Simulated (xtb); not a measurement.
C₄H₆O₄Zn, charge +1, doublet, at a GFN2-xTB geometry (such geometries of metal compounds can be far from the true shape) (a state made from the parent by changing its charge; the spin is typed, not shown lowest); GFN0-xTB (xtb 6.7.1).

Input for xtb:
```
$ xtb mol.xyz --gfn 0 --chrg 1 --uhf 1 --hess --json

# file mol.xyz
15

Zn    -0.00526764     0.00541762     0.00407938
C      0.09603319     2.30987692    -2.99729817
C      0.05958304     1.37652557    -1.78733793
O     -0.48074607     0.27209721    -1.91679281
O      0.56473923     1.77006141    -0.72965432
H      0.97269638     2.95034303    -2.91975243
H      0.09750893     1.70882232    -3.90472554
H     -0.81419561     2.91199958    -2.94731222
C     -0.08473146    -2.32490459     2.98585946
C     -0.04847619    -1.37930290     1.78557697
O     -0.99280301    -0.59614818     1.63171913
O      0.91760629    -1.44373053     1.01676299
H      0.93698966    -2.52487476     3.30410372
H     -0.68561149    -1.87319019     3.77283590
H     -0.55418159    -3.24703751     2.63538721
```

### Question
Write the output that xtb gives for this input, abridged.

### Answer

```
   ID    Z sym.   atoms
    1   30 Zn     1
    2    6 C      2, 3, 9, 10
    3    8 O      4, 5, 11, 12
    4    1 H      6-8, 13-15

           -------------------------------------------------
          |                Calculation Setup                |
           -------------------------------------------------

           -------------------------------------------------
          |                 G F N 0 - x T B                 |
           -------------------------------------------------

          ...................................................
          :                      SETUP                      :
          :.................................................:
          :  # basis functions                  48          :
          :  # atomic orbitals                  48          :
          :  # shells                           30          :
          :  # electrons                        47          :
          :  electronic temp.          300.0000000     K    :
          :  accuracy                    1.0000000          :
          :  -> integral cutoff          0.2500000E+02      :
          :  -> integral neglect         0.1000000E-07      :
          ...................................................

         :::::::::::::::::::::::::::::::::::::::::::::::::::::
         ::                     SUMMARY                     ::
         :::::::::::::::::::::::::::::::::::::::::::::::::::::
         :: total energy             -23.898070298457 Eh    ::
         :: gradient norm              0.048191201257 Eh/a0 ::
         :: HOMO-LUMO gap              4.933306828496 eV    ::
         ::.................................................::
         :: H0 energy                -25.417277956333 Eh    ::
         :: repulsion energy           0.247287697006 Eh    ::
         :: electrostat energy         1.303645402622 Eh    ::
         :: -> Gsolv                   0.000000000000 Eh    ::
         ::    -> Gsasa                0.000000000000 Eh    ::
         ::    -> Gshift               0.000000000000 Eh    ::
         :: dispersion energy         -0.004067366874 Eh    ::
         :: short-range corr.         -0.027658074878 Eh    ::
         :: add. restraining           0.000000000000 Eh    ::
         :: total charge               1.000000000000 e     ::
         :::::::::::::::::::::::::::::::::::::::::::::::::::::

           -------------------------------------------------
          |                Numerical Hessian                |
           -------------------------------------------------
step length          :   0.00500
SCC accuracy         :   0.30000
Hessian scale factor :   1.00000
frozen atoms in %    :   0.00000    0
RMS gradient         :   0.04819 !! INCOMPLETELY OPTIMIZED GEOMETRY !!
estimated CPU  time      0.00 min

writing file <hessian>.

 projected vibrational frequencies (cm⁻¹)
eigval :       -0.00    -0.00    -0.00     0.00     0.00     0.00
eigval :     -252.91  -249.73  -219.06  -218.95  -175.31  -121.96
eigval :      -39.56   -39.51    96.26    96.30   112.46   196.35
eigval :      206.86   305.87   305.93   468.14   468.17   724.64
eigval :      724.69   784.98   792.50   978.79   978.86  1009.77
eigval :     1034.03  1034.04  1141.10  1371.30  1372.67  1481.63
eigval :     1481.75  1489.97  1489.99  3027.77  3029.47  3086.05
eigval :     3086.37  3119.05  3119.43
           -------------------------------------------------
          |                Property Printout                |
           -------------------------------------------------

    * Orbital Energies and Occupations

         #    Occupation            Energy/Eh            Energy/eV
      -------------------------------------------------------------
         1        2.0000           -0.6986460             -19.0111
       ...           ...                  ...                  ...
        12        2.0000           -0.5387942             -14.6613
        13        2.0000           -0.5263800             -14.3235
        14        2.0000           -0.5256721             -14.3043
        15        2.0000           -0.5018627             -13.6564
        16        2.0000           -0.5018551             -13.6562
        17        2.0000           -0.4951852             -13.4747
        18        2.0000           -0.4951790             -13.4745
        19        2.0000           -0.4381619             -11.9230
        20        2.0000           -0.4281961             -11.6518
        21        2.0000           -0.4281575             -11.6508
        22        1.9505           -0.4153181             -11.3014
        23        1.9504           -0.4153170             -11.3013
        24        1.0991           -0.4104135             -11.1679 (HOMO)
        25                         -0.2291178              -6.2346 (LUMO)
        26                         -0.2291111              -6.2344
        27                         -0.1983239              -5.3967
        28                         -0.1445272              -3.9328
        29                         -0.1424833              -3.8772
        30                         -0.0914211              -2.4877
        31                         -0.0914156              -2.4875
        32                         -0.0903630              -2.4589
        33                         -0.0903291              -2.4580
        34                          0.0252263               0.6864
        35                          0.0253317               0.6893
       ...                                ...                  ...
        48                          0.9080572              24.7095
      -------------------------------------------------------------
                  HL-Gap            0.1812957 Eh            4.9333 eV
             Fermi-level            0.0000000 Eh            0.0000 eV

     #   Z          covCN         q      C6AA      α(0)
     1  30 Zn       4.084    -0.094   121.033    21.594
[...]
eigval :      206.86   305.87   305.93   468.14   468.17   724.64
eigval :      724.69   784.98   792.50   978.79   978.86  1009.77
eigval :     1034.03  1034.04  1141.10  1371.30  1372.67  1481.63
eigval :     1481.75  1489.97  1489.99  3027.77  3029.47  3086.05
eigval :     3086.37  3119.05  3119.43
 reduced masses (amu)
   1: 17.24   2: 24.66   3: 21.82   4: 27.50   5: 22.00   6: 21.02   7: 38.10   8:  2.20
   9: 21.85  10: 21.86  11: 15.92  12: 16.00  13: 32.99  14: 33.00  15: 18.41  16: 18.41
  17: 11.61  18: 22.71  19:  1.01  20: 10.97  21: 10.97  22: 10.52  23: 10.52  24: 11.88
  25: 11.88  26: 11.78  27: 11.68  28:  4.62  29:  4.61  30: 14.38  31:  5.17  32:  5.17
  33: 14.60  34:  3.11  35:  3.01  36:  1.70  37:  1.70  38:  1.70  39:  1.70  40:  1.27
  41:  1.28  42:  1.90  43:  1.90  44:  2.01  45:  2.01
 IR intensities (km·mol⁻¹)
   1:  0.79   2:  3.39   3:  2.66   4:  4.09   5:  2.60   6:  2.41   7:  4.20   8:  0.03
   9:  9.30  10:  9.29  11:  0.00  12:  0.00  13: 18.87  14: 18.85  15:  3.68  16:  3.69
  17:  0.00  18: 22.05  19:  0.01  20:  1.14  21:  1.14  22:  3.85  23:  3.84  24:  0.47
  25:  0.47  26: 31.91  27:  0.13  28: 22.03  29: 21.94  30:  7.38  31:  1.10  32:  1.08
  33:  0.03  34:232.56  35:  1.11  36: 44.86  37: 42.90  38: 23.81  39: 22.37  40:520.29
  41:  3.13  42: 77.81  43: 53.48  44: 41.99  45: 41.86
 Raman intensities (Ä⁴*amu⁻¹)
   1:  0.00   2:  0.00   3:  0.00   4:  0.00   5:  0.00   6:  0.00   7:  0.00   8:  0.00
   9:  0.00  10:  0.00  11:  0.00  12:  0.00  13:  0.00  14:  0.00  15:  0.00  16:  0.00
  17:  0.00  18:  0.00  19:  0.00  20:  0.00  21:  0.00  22:  0.00  23:  0.00  24:  0.00
  25:  0.00  26:  0.00  27:  0.00  28:  0.00  29:  0.00  30:  0.00  31:  0.00  32:  0.00
  33:  0.00  34:  0.00  35:  0.00  36:  0.00  37:  0.00  38:  0.00  39:  0.00  40:  0.00
  41:  0.00  42:  0.00  43:  0.00  44:  0.00  45:  0.00
 output can be read by thermo (or use thermo option).
 writing <g98.out> molden fake output.
 recommended (thermochemical) frequency scaling factor: 1.0
           -------------------------------------------------
          |             Thermodynamic Functions             |
           -------------------------------------------------

c2  symmetry found (for desy threshold:  0.10E+00) used in thermo

          ...................................................
          :                      SETUP                      :
          :.................................................:
          :  # frequencies                          31      :
          :  # imaginary freq.                       8      :
          :  linear?                             false      :
          :  only rotor calc.                    false      :
          :  symmetry                               c2      :
          :  rotational number                       2      :
          :  scaling factor                  1.0000000      :
          :  rotor cutoff                   50.0000000 cm⁻¹ :
          :  imag. cutoff                  -20.0000000 cm⁻¹ :
          :.................................................:

    mode    ω/cm⁻¹     T·S(HO)/kcal·mol⁻¹    T·S(FR)/kcal·mol⁻¹   T·S(vib)
   ------------------------------------------------------------------------
       1     96.26    -1.05206 ( 93.22%)    -0.86240 (  6.78%)    -1.03919
       2     96.30    -1.05184 ( 93.22%)    -0.86229 (  6.78%)    -1.03900
       3    112.46    -0.96185 ( 96.24%)    -0.81635 (  3.76%)    -0.95638
       4    196.35    -0.64611 ( 99.58%)    -0.65129 (  0.42%)    -0.64613
       5    206.86    -0.61753 ( 99.66%)    -0.63584 (  0.34%)    -0.61760
   ------------------------------------------------------------------------

   temp. (K)  partition function   enthalpy   heat capacity  entropy
                                   cal/mol     cal/K/mol   cal/K/mol   J/K/mol
 298.15  VIB   109.                 3289.951     20.863     20.262
         ROT  0.274E+06              888.752      2.981     27.861
         INT  0.300E+08             4178.703     23.844     48.123
         TR   0.240E+28             1481.254      4.968     41.508
         TOT                        5659.9573    28.8121    89.6312   375.0167

       T/K    H(0)-H(T)+PV         H(T)/Eh          T*S/Eh         G(T)/Eh
   ------------------------------------------------------------------------
    298.15    0.901972E-02    0.969917E-01    0.425867E-01    0.544050E-01
   ------------------------------------------------------------------------

         :::::::::::::::::::::::::::::::::::::::::::::::::::::
         ::                  THERMODYNAMIC                  ::
         :::::::::::::::::::::::::::::::::::::::::::::::::::::
         :: total free energy         -23.843665291676 Eh   ::
         ::.................................................::
         :: total energy              -23.898070298457 Eh   ::
         :: zero point energy           0.087971942742 Eh   ::
         :: G(RRHO) w/o ZPVE           -0.033566935962 Eh   ::
         :: G(RRHO) contrib.            0.054405006781 Eh   ::
         :::::::::::::::::::::::::::::::::::::::::::::::::::::
imag cut-off (cm-1) :    5.00
 found            8  significant imaginary frequencies
 writing imag mode distorted coords to xtbhess.xyz
 for further optimization.

           -------------------------------------------------
          | TOTAL ENERGY              -23.898070298457 Eh   |
          | TOTAL ENTHALPY            -23.801078639574 Eh   |
          | TOTAL FREE ENERGY         -23.843665291676 Eh   |
          | GRADIENT NORM               0.048191201257 Eh/α |
          | HOMO-LUMO GAP               4.933306828496 eV   |
           -------------------------------------------------
########################################################################
[WARNING] Runtime exception occurred
-1- hessian_numhess: Hessian on incompletely optimized geometry!
########################################################################

normal termination of xtb
```
